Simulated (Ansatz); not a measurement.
# Which isomer of CH5BFO+ gives these data?

These gas-phase data were calculated for one isomer of CH5BFO+ at r2SCAN-D4/def2-SVP (harmonic, unscaled wavenumbers; equilibrium rotational constants with average atomic masses):

- rotational constants: 14.54, 6.008, 4.39 GHz
- all wavenumbers above 1500 cm⁻¹: 3715, 3557, 3176, 3091, 2739, 1597

Candidates:

(1) `CB([OH2+])F`, a singlet
(2) `C[OH+]BF`, a singlet
(3) `[OH2+]CBF`, a singlet

Question: Assign the data to one candidate and say why.

Answer: Candidate (3). The band at 2739 cm⁻¹ lies where the B–H stretch is expected; (1) has no mode between 2350 and 2900 cm⁻¹. 2 modes lie between 3300 and 4000 cm⁻¹, one for each O–H bond, while (2) has 1.

The same quantities for all candidates:

|  | rotational constants (GHz) | wavenumbers above 1500 cm⁻¹ | E above the lowest, r2SCAN-D4/def2-SVP (kcal/mol) |
| --- | --- | --- | --- |
| (1) | 9.432, 7.631, 4.33 | 3749, 3635, 3172, 3118, 3038, 1585, 1547 | 0.0 |
| (2) | 38.65, 3.87, 3.603 | 3640, 3254, 3247, 3095, 2800, 1502 | 22.7 |
| (3) | 14.54, 6.008, 4.39 | 3715, 3557, 3176, 3091, 2739, 1597 | 49.4 |

Each candidate is one conformer. Programs: Ansatz 0.2.0.
